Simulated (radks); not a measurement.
Task: Spherical quantum dot in the effective-mass picture: electrons in a well V = -V0 / (1 + exp((r - R)/a)) with V0 = 24.4, R = 2.14, a = 0.16, all in effective atomic units (hartree* = m*/eps^2 hartree, bohr* = eps/m* bohr), one dielectric constant everywhere. Calculated with a radial shooting solver with Libxc functionals: non-relativistic Kohn-Sham, PBEsol, spin-polarised, spherical densities. Levels are named by radial order and angular momentum (1s, 1p, 1d, 2s, ...), and open shells are averaged over m. At N = 27 the configuration is 1s2 1p6 1d10 2s(up 1, down 0) 1f(up 7, down 1). Does electron 28 go into 1g up or 1f down or 2s down?

Result: Into 1f down. The total energies of the other choices lie higher by 0.220 hartree* (2s down), 1.56 hartree* (1g up).
